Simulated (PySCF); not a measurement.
Molecule: `[CH3][Al-]([CH3])([CH3])[P+](C)(C)C`, C₆H₁₈AlP.

Atom-mapped SMILES (the numbers label the heavy atoms): `[CH3:1][Al-:2]([CH3:3])([CH3:4])[P+:5]([CH3:6])([CH3:7])[CH3:8]`. Hydrogens are named by the atom that carries them.

Geometry PBE0-D3(BJ)/def2-SVP throughout; GIAO in PySCF, gas phase, one conformer, non-relativistic; equivalent atoms averaged; basis pcSseg-1.

**Question.** How do the absolute shieldings σ depend on the functional? (ppm; last column core-seconds on 1 thread of an Arm Neoverse N1, shared host; the GGAs took longer than the global hybrids here, which isn't the general rule, and the cause wasn't traced)

**Answer.** 
```tsv
functional	kind	C6/C7/C8	C1/C3/C4	Al2	P5	H(C6)/H(C7)/H(C8)	H(C1)/H(C3)/H(C4)	core-s
HF	Hartree–Fock	182.0	202.8	438.5	422.9	30.64	32.63	46
PBE	GGA	168.1	194.0	387.2	359.4	30.12	32.07	110
BLYP	GGA	163.0	189.3	381.5	336.2	30.28	32.24	100
B97-D	GGA	167.1	192.8	406.8	360.6	30.31	32.31	110
WP04	global hybrid	160.7	184.3	408.4	331.9	30.47	32.48	79
CAM-B3LYP	range-separated hybrid	171.7	196.1	394.4	366.5	30.28	32.24	110
```

**Question.** Which nucleus moves most, in ppm?

**Answer.** P5 (phosphorus bonded to 3 C, Al): from 331.9 ppm with WP04 to 422.9 ppm with HF. The smallest spread is 0.52 ppm, at H(C6)/H(C7)/H(C8). Proton shifts span only some 12 ppm, so a few tenths of a ppm matter as much there as several ppm in carbon.
